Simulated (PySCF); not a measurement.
## Basis-set dependence of population analyses: `[H]/N=[C]1\C[O+](C)[AlH2-]1`

C3H8AlNO.
Atom-mapped SMILES: `[H]/[N:5]=[C:4]1\[CH2:3][O+:2]([CH3:1])[AlH2-:6]1` (hydrogens: H7, H8, H9 on C1; H10, H11 on C3; H12 on N5; H13, H14 on Al6)

PBE0 throughout (PySCF), one geometry, spherical d and f functions. Geometry: PBE0-D3(BJ)/def2-SVP; no solvent, vibrations or thermal averaging. Atoms taken as equivalent share a column and are averaged. The first 7 of 10 kinds of atom are listed.

Mulliken charges (e):

```csv
basis,functions,C1,O2,C3,C4,N5,Al6,H7/H8/H9
STO-3G,42,-0.125,-0.223,-0.072,-0.120,-0.332,+0.758,+0.102
6-31G,74,-0.208,-0.654,-0.075,-0.103,-0.547,+0.762,+0.196
pcSseg-0,74,-0.295,-0.776,-0.107,-0.255,-0.602,+1.090,+0.247
6-31G*,104,-0.267,-0.523,-0.131,+0.055,-0.564,+0.427,+0.199
cc-pVDZ,128,+0.086,-0.393,+0.204,-0.225,-0.195,+0.393,+0.067
def2-SVP,128,+0.128,-0.494,+0.241,-0.361,-0.160,+0.638,+0.066
aug-cc-pVDZ,214,+0.846,-0.447,+0.865,+0.068,-0.374,-0.225,-0.168
"6-311+G(2d,p)",218,-0.218,-0.337,-0.426,-0.089,-0.413,+0.770,+0.168
def2-TZVP,240,-0.247,-0.158,-0.001,-0.178,-0.338,+0.334,+0.145
cc-pVTZ,296,-0.140,-0.186,+0.058,-0.124,-0.252,+0.284,+0.110
IGLO-III,299,-0.265,-0.175,-0.112,-0.082,-0.487,+0.847,+0.136
```

IAO charges (e):

```
        basis  functions      C1      O2      C3      C4      N5     Al6  H7/H8/H9
       STO-3G         42  -0.250  -0.222  -0.153  -0.237  -0.315  +0.914    +0.145
        6-31G         74  -0.237  -0.314  -0.130  -0.136  -0.403  +0.578    +0.164
     pcSseg-0         74  -0.215  -0.321  -0.118  -0.164  -0.379  +0.606    +0.158
       6-31G*        104  -0.204  -0.332  -0.101  -0.137  -0.409  +0.633    +0.154
      cc-pVDZ        128  -0.203  -0.331  -0.100  -0.136  -0.406  +0.627    +0.153
     def2-SVP        128  -0.193  -0.328  -0.093  -0.144  -0.401  +0.649    +0.150
  aug-cc-pVDZ        214  -0.212  -0.335  -0.105  -0.130  -0.436  +0.638    +0.157
6-311+G(2d,p)        218  -0.214  -0.338  -0.106  -0.137  -0.435  +0.659    +0.158
    def2-TZVP        240  -0.211  -0.339  -0.104  -0.139  -0.431  +0.663    +0.157
      cc-pVTZ        296  -0.213  -0.338  -0.105  -0.137  -0.428  +0.654    +0.158
     IGLO-III        299  -0.214  -0.339  -0.106  -0.138  -0.436  +0.666    +0.158
```

Hirshfeld charges (e):

| basis | functions | C1 | O2 | C3 | C4 | N5 | Al6 | H7/H8/H9 |
| --- | --- | --- | --- | --- | --- | --- | --- | --- |
| STO-3G | 42 | +0.053 | -0.083 | +0.047 | -0.095 | -0.233 | +0.507 | +0.029 |
| 6-31G | 74 | +0.004 | -0.076 | +0.018 | -0.069 | -0.242 | +0.350 | +0.058 |
| pcSseg-0 | 74 | -0.003 | -0.046 | +0.011 | -0.072 | -0.235 | +0.372 | +0.056 |
| 6-31G* | 104 | +0.003 | -0.062 | +0.020 | -0.065 | -0.241 | +0.338 | +0.057 |
| cc-pVDZ | 128 | -0.011 | -0.043 | +0.004 | -0.069 | -0.229 | +0.363 | +0.056 |
| def2-SVP | 128 | -0.012 | -0.042 | +0.005 | -0.067 | -0.237 | +0.365 | +0.058 |
| aug-cc-pVDZ | 214 | -0.017 | -0.081 | -0.004 | -0.069 | -0.245 | +0.399 | +0.062 |
| 6-311+G(2d,p) | 218 | -0.010 | -0.081 | 0.000 | -0.071 | -0.248 | +0.397 | +0.060 |
| def2-TZVP | 240 | -0.014 | -0.070 | -0.001 | -0.067 | -0.246 | +0.385 | +0.060 |
| cc-pVTZ | 296 | -0.016 | -0.063 | -0.001 | -0.066 | -0.242 | +0.380 | +0.060 |
| IGLO-III | 299 | -0.018 | -0.074 | -0.003 | -0.066 | -0.249 | +0.392 | +0.061 |

Some averages cover members that differ in this geometry, most widely: H7/H8/H9, Mulliken in aug-cc-pVDZ -0.328 to -0.087; H7/H8/H9, Mulliken in 6-31G +0.187 to +0.213; H7/H8/H9, IAO in 6-31G +0.155 to +0.180 e.

Which scheme is steadiest as the basis changes?

Largest range over the bases for any column: Hirshfeld 0.17 e, IAO 0.34 e, Mulliken 1.31 e. Hirshfeld charges move least and Mulliken charges most, counted in e. Without the minimal STO-3G basis the ranges are Hirshfeld 0.06, IAO 0.09, Mulliken 1.31 e.

How much do the charges still move between the two largest bases, cc-pVTZ and IGLO-III?

At most, over all atoms: Mulliken 0.563 e, IAO 0.012 e, Hirshfeld 0.012 e.

What do the same runs give for the total energy, the frontier levels and the dipole moment?

| basis | energy (Eh) | HOMO (eV) | LUMO (eV) | μ (D) |
| --- | --- | --- | --- | --- |
| STO-3G | -485.0337 | -3.46 | 3.83 | 5.10 |
| 6-31G | -490.9694 | -6.13 | -0.03 | 6.36 |
| pcSseg-0 | -490.2339 | -6.19 | -0.20 | 6.65 |
| 6-31G* | -491.0607 | -6.24 | -0.05 | 5.95 |
| cc-pVDZ | -491.0949 | -6.26 | -0.14 | 5.71 |
| def2-SVP | -490.8253 | -6.26 | -0.20 | 5.92 |
| aug-cc-pVDZ | -491.1143 | -6.49 | -0.56 | 5.79 |
| 6-311+G(2d,p) | -491.1633 | -6.51 | -0.53 | 5.89 |
| def2-TZVP | -491.1865 | -6.45 | -0.45 | 5.85 |
| cc-pVTZ | -491.1807 | -6.41 | -0.38 | 5.77 |
| IGLO-III | -491.1923 | -6.49 | -0.51 | 5.84 |

The dipole is fixed by the density alone, so its range of 1.55 D shows that the density itself changes with the basis, not only its division among atoms.
